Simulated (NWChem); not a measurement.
System: SiHOBrCl2; SMILES O[Si](Cl)(Cl)Br

The following NWChem deck was run.

```
start job
memory heap 200 mb stack 900 mb global 1100 mb
geometry units angstroms noautoz
  O      0.155203    -0.724430    -1.914317
  Si     0.021931    -0.474080    -0.302955
  Cl    -1.709757    -1.283359     0.430190
  Cl     1.621754    -1.387705     0.556309
  Br     0.029885     1.676992     0.178267
  H     -0.524296    -0.354938    -2.488231
end
basis spherical
  * library def2-svp
end
dft
  xc scan
  grid coarse
  iterations 150
  mulliken
end
task dft gradient
```

NWChem printed, in part:

```
             Northwest Computational Chemistry Package (NWChem) 7.3.0
             --------------------------------------------------------

 C1  symmetry detected

                             Geometry "geometry" -> ""
                             -------------------------

 Output coordinates in angstroms (scale by  1.889725989 to convert to a.u.)

  No.       Tag          Charge          X              Y              Z
 ---- ---------------- ---------- -------------- -------------- --------------
    1 O                    8.0000     0.10366767    -0.75841294    -1.91672860
    2 Si                  14.0000     0.00849584    -0.48411719    -0.30656457
    3 Cl                  17.0000    -1.70492545    -1.28264574     0.47938521
    4 Cl                  17.0000     1.62869059    -1.38461010     0.52803736
    5 Br                  35.0000     0.02677532     1.67388289     0.14226740
    6 H                    1.0000    -0.58942669    -0.39760788    -2.47980978

 Effective nuclear repulsion energy (a.u.)     617.9667143685

                                 NWChem DFT Module
                                 -----------------

 Summary of "ao basis" -> "ao basis" (spherical)
 ------------------------------------------------------------------------------
       Tag                 Description            Shells   Functions and Types
 ---------------- ------------------------------  ------  ---------------------
 O                          def2-svp                 6       14   3s2p1d
 Si                         def2-svp                 8       18   4s3p1d
 Cl                         def2-svp                 8       18   4s3p1d
 Br                         def2-svp                12       32   5s4p3d
 H                          def2-svp                 3        5   2s1p

            General Information
            -------------------
          SCF calculation type: DFT
          Wavefunction type:  closed shell.
          No. of atoms     :     6
          No. of electrons :    92
           Alpha electrons :    46
            Beta electrons :    46
          Charge           :     0
          Spin multiplicity:     1
          Use of symmetry is: off; symmetry adaption is: off
          Maximum number of iterations: 150
          AO basis - number of functions:   105
                     number of shells:    45
          Convergence on energy requested:  1.00D-06
          Convergence on density requested:  1.00D-05
          Convergence on gradient requested:  5.00D-04

              XC Information
              --------------
                         SCAN Method XC Functional
                  SCAN metaGGA Exchange Functional  1.000
                        SCAN Correlation Potential  1.000

             Grid Information
             ----------------
          Grid used for XC integration:  coarse
          Radial quadrature: Mura-Knowles
          Angular quadrature: Lebedev.
          Tag              B.-S. Rad. Rad. Pts. Rad. Cut. Ang. Pts.
          ---              ---------- --------- --------- ---------
          O                   0.60       35           9.0       302
          Si                  1.10       70           8.0       302
          Cl                  1.00       70          10.0       302
          Br                  1.15       95          10.0       302
          H                   0.35       35          10.0       302
          Grid pruning is: on
          Number of quadrature shells:   375
          Spatial weights used:  Erf1

      Superposition of Atomic Density Guess
      -------------------------------------

 Sum of atomic energies:       -3854.66182413

      Non-variational initial energy
      ------------------------------

 Total energy =   -3855.963679
 1-e energy   =   -6589.487354
 2-e energy   =    2115.556960
 HOMO         =      -0.394502
 LUMO         =       0.045171

     ---------------------------------------------
      Total Density - Mulliken Population Analysis
     ---------------------------------------------

    Atom       Charge   Shell Charges
 -----------   ------   -------------------------------------------------------
    1 O    8     8.74   1.99  1.10  0.63  3.09  1.93  0.00
    2 Si  14    12.46   2.00  1.99  0.82  0.01  5.93  0.79  0.58  0.33
    3 Cl  17    17.39   2.00  1.99  1.22  0.72  5.94  2.15  3.35  0.01
    4 Cl  17    17.37   2.00  1.99  1.22  0.72  5.94  2.15  3.34  0.01
    5 Br  35    35.39   2.00  2.00  2.00  1.36  0.59  6.00  5.99  2.38  3.07  8.23  1.73  0.06
    6 H    1     0.65   0.52  0.07  0.06

[...]

                         DFT ENERGY GRADIENTS

    atom               coordinates                        gradient
                 x          y          z           x          y          z
   1 O       0.195903  -1.433193  -3.622092   -0.001786   0.001167  -0.000336
   2 Si      0.016055  -0.914849  -0.579323   -0.000077  -0.000696  -0.000313
   3 Cl     -3.221842  -2.423849   0.905907    0.000896   0.000530  -0.000569
   4 Cl      3.077779  -2.616534   0.997846   -0.000448   0.000508   0.000111
   5 Br      0.050598   3.163180   0.268846   -0.000113  -0.000655  -0.000383
   6 H      -1.113855  -0.751370  -4.686161    0.001529  -0.000856   0.001490
```

Level: SCAN/def2-SVP. Coordinates come from a PBE0/def2-SVP optimisation.
